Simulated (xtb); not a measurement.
xtb input (GFN2-xTB):

```bash
xtb mol.xyz --gfn 2 --ohess tight --chrg 0 --uhf 0
```
mol.xyz:
```
13

C     -1.90544350    -0.42989270    -0.11968925
N     -0.75644820     0.19631526     0.49271063
C     -0.96643473     1.61268169     0.69012124
Ge     0.88454263    -0.32510863    -0.22769938
H     -2.18490835    -0.03905335    -1.12738607
H     -1.78460251    -1.51316867    -0.18562280
H     -2.82552604    -0.31563041     0.55508418
H     -0.05840899     2.07665965     1.13509559
H     -1.82120021     1.74588419     1.35283796
H     -1.15536613     2.17367751    -0.25286487
H      0.94262175    -1.88108420    -0.14110837
H      1.99942931     0.29518192     0.71456921
H      1.08884343     0.09956345    -1.68936779
```

End of the output:

```
   ------------------------------------------------------------------------

         :::::::::::::::::::::::::::::::::::::::::::::::::::::
         ::                  THERMODYNAMIC                  ::
         :::::::::::::::::::::::::::::::::::::::::::::::::::::
         :: total free energy         -13.634508881698 Eh   ::
         ::.................................................::
         :: total energy              -13.705577852354 Eh   ::
         :: zero point energy           0.101552180117 Eh   ::
         :: G(RRHO) w/o ZPVE           -0.030483209461 Eh   ::
         :: G(RRHO) contrib.            0.071068970656 Eh   ::
         :::::::::::::::::::::::::::::::::::::::::::::::::::::

optimized geometry written to: xtbopt.xyz

           -------------------------------------------------
          | TOTAL ENERGY              -13.705577852354 Eh   |
          | TOTAL ENTHALPY            -13.596158775561 Eh   |
          | TOTAL FREE ENERGY         -13.634508881698 Eh   |
          | GRADIENT NORM               0.000160651300 Eh/α |
          | HOMO-LUMO GAP               5.969088225989 eV   |
Note: The following floating-point exceptions are signalling: IEEE_UNDERFLOW_FLAG IEEE_DENORMAL
normal termination of xtb
           -------------------------------------------------

------------------------------------------------------------------------
------------------------------------------------------------------------
 total:
 SCF:
 ANC optimizer:
 analytical hessian:
```
